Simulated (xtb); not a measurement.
xtb input (GFN2-xTB):

```bash
xtb mol.xyz --gfn 2 --ohess tight --chrg 0 --uhf 0
```
mol.xyz:
```
3

Hf     0.02182286     0.01790161    -0.67250302
F      1.64234930     0.01467011     0.33091982
F     -1.65843300     0.04000242     0.33543492
```

Output:

```
           -------------------------------------------------
          |                Calculation Setup                |
           -------------------------------------------------

           -------------------------------------------------
          |                 G F N 2 - x T B                 |
           -------------------------------------------------

        Reference                      10.1021/acs.jctc.8b01176
      * Hamiltonian:
        H0-scaling (s, p, d)           1.850000    2.230000    2.230000
        zeta-weighting                 0.500000
      * Dispersion:
        s8                             2.700000
        a1                             0.520000
        a2                             5.000000
        s9                             5.000000
      * Repulsion:
        kExp                           1.500000    1.000000
        rExp                           1.000000
      * Coulomb:
        alpha                          2.000000
        third order                    shell-resolved
        anisotropic                    true
        a3                             3.000000
        a5                             4.000000
        cn-shift                       1.200000
        cn-exp                         4.000000
        max-rad                        5.000000

          ...................................................
          :                      SETUP                      :
          :.................................................:
          :  # basis functions                  18          :
          :  # atomic orbitals                  17          :
          :  # shells                            7          :
          :  # electrons                        18          :
          :  max. iterations                   250          :
          :  Hamiltonian                  GFN2-xTB          :
          :  restarted?                      false          :
          :  GBSA solvation                  false          :
          :  PC potential                    false          :
          :  electronic temp.          300.0000000     K    :
          :  accuracy                    1.0000000          :
          :  -> integral cutoff          0.2500000E+02      :
          :  -> integral neglect         0.1000000E-07      :
          :  -> SCF convergence          0.1000000E-05 Eh   :
          :  -> wf. convergence          0.1000000E-03 e    :
          :  Broyden damping             0.4000000          :
          :  net charge                          0          :
          :  unpaired electrons                  0          :
          ...................................................

 iter      E             dE          RMSdq      gap      omega  full diag
   1     10.1224657  0.101225E+02  0.605E+01    1.16       0.0  T
   2     -9.4001900 -0.195227E+02  0.291E+01    0.05       1.0  T
   3     -9.7835016 -0.383312E+00  0.205E+01    0.03       1.0  T
   4    -10.7005501 -0.917049E+00  0.177E+01    0.60       1.0  T
   5    -10.9906531 -0.290103E+00  0.209E+01    0.82       1.0  T
   6    -10.6131177  0.377535E+00  0.182E+01    0.55       1.0  T
[...]
     2   9 F    0.863 --     1 Hf   0.828
     3   9 F    0.863 --     1 Hf   0.828
 ---------------------------------------------------------------------------

Topologies differ in total number of bonds
Writing topology from bond orders to xtbtopo.mol

molecular dipole:
                 x           y           z       tot (Debye)
 q only:        0.011      -0.027      -2.959
   full:        0.010      -0.023      -2.478       6.298
molecular quadrupole (traceless):
                xx          xy          yy          xz          yz          zz
 q only:      -10.528       0.104       3.045      -0.084      -0.162       7.483
  q+dip:      -10.028       0.114       4.897      -0.071      -0.167       5.131
   full:      -10.116       0.143       8.549      -0.058      -0.234       1.567

           -------------------------------------------------
          |                Geometry Summary                 |
           -------------------------------------------------

      molecular mass/u    :      216.4817850
   center of mass at/Å    :        0.0048724       0.0170918      -0.7750010
  moments of inertia/u·Å² :        0.7759823E+02   0.9681784E+02   0.1744161E+03
rotational constants/cm⁻¹ :        0.2172425E+00   0.1741170E+00   0.9665183E-01

           -------------------------------------------------
          |               Frequency Printout                |
           -------------------------------------------------
 projected vibrational frequencies (cm⁻¹)
eigval :       -0.00    -0.00    -0.00    -0.00     0.00     0.00
eigval :      141.20   294.87   299.20
 reduced masses (amu)
   1: 76.62   2:122.29   3:177.66   4: 19.04   5: 90.64   6: 62.66   7: 30.07   8: 34.54
   9: 35.92
 IR intensities (km·mol⁻¹)
   1:  5.68   2:  0.75   3:  2.95   4:  9.08   5:  5.80   6:  7.01   7: 27.79   8: 91.35
   9:119.98
 Raman intensities (Ä⁴*amu⁻¹)
   1:  0.00   2:  0.00   3:  0.00   4:  0.00   5:  0.00   6:  0.00   7:  0.00   8:  0.00
   9:  0.00
 output can be read by thermo (or use thermo option).
 writing <g98.out> molden fake output.
 recommended (thermochemical) frequency scaling factor: 1.0
           -------------------------------------------------
          |             Thermodynamic Functions             |
           -------------------------------------------------

c2v symmetry found (for desy threshold:  0.10E+00) used in thermo

          ...................................................
          :                      SETUP                      :
          :.................................................:
          :  # frequencies                           3      :
          :  # imaginary freq.                       0      :
          :  linear?                             false      :
          :  only rotor calc.                    false      :
          :  symmetry                              c2v      :
          :  rotational number                       2      :
          :  scaling factor                  1.0000000      :
          :  rotor cutoff                   50.0000000 cm⁻¹ :
          :  imag. cutoff                  -20.0000000 cm⁻¹ :
          :.................................................:

    mode    ω/cm⁻¹     T·S(HO)/kcal·mol⁻¹    T·S(FR)/kcal·mol⁻¹   T·S(vib)
   ------------------------------------------------------------------------
       1    141.20    -0.83111 ( 98.45%)    -0.74870 (  1.55%)    -0.82983
       2    294.87    -0.43108 ( 99.92%)    -0.53072 (  0.08%)    -0.43116
       3    299.20    -0.42377 ( 99.92%)    -0.52640 (  0.08%)    -0.42385
   ------------------------------------------------------------------------

   temp. (K)  partition function   enthalpy   heat capacity  entropy
                                   cal/mol     cal/K/mol   cal/K/mol   J/K/mol
 298.15  VIB   3.49                  945.378      5.255      5.651
         ROT  0.437E+05              888.752      2.981     24.216
         INT  0.153E+06             1834.130      8.236     29.867
         TR   0.308E+28             1481.254      4.968     42.001
Note: The following floating-point exceptions are signalling: IEEE_UNDERFLOW_FLAG IEEE_DENORMAL
normal termination of xtb
         TOT                        3315.3843    13.2044    71.8683   300.6969

       T/K    H(0)-H(T)+PV         H(T)/Eh          T*S/Eh         G(T)/Eh
   ------------------------------------------------------------------------
    298.15    0.528340E-02    0.695848E-02    0.341469E-01   -0.271885E-01
   ------------------------------------------------------------------------

         :::::::::::::::::::::::::::::::::::::::::::::::::::::
         ::                  THERMODYNAMIC                  ::
         :::::::::::::::::::::::::::::::::::::::::::::::::::::
         :: total free energy         -11.059968844986 Eh   ::
         ::.................................................::
         :: total energy              -11.032780379714 Eh   ::
         :: zero point energy           0.001675077643 Eh   ::
         :: G(RRHO) w/o ZPVE           -0.028863542915 Eh   ::
         :: G(RRHO) contrib.           -0.027188465272 Eh   ::
         :::::::::::::::::::::::::::::::::::::::::::::::::::::

optimized geometry written to: xtbopt.xyz

           -------------------------------------------------
          | TOTAL ENERGY              -11.032780379714 Eh   |
          | TOTAL ENTHALPY            -11.025821900837 Eh   |
          | TOTAL FREE ENERGY         -11.059968844986 Eh   |
          | GRADIENT NORM               0.000032965266 Eh/α |
          | HOMO-LUMO GAP               3.203226359118 eV   |
           -------------------------------------------------

------------------------------------------------------------------------
------------------------------------------------------------------------
 total:
 SCF:
 ANC optimizer:
 analytical hessian:
```
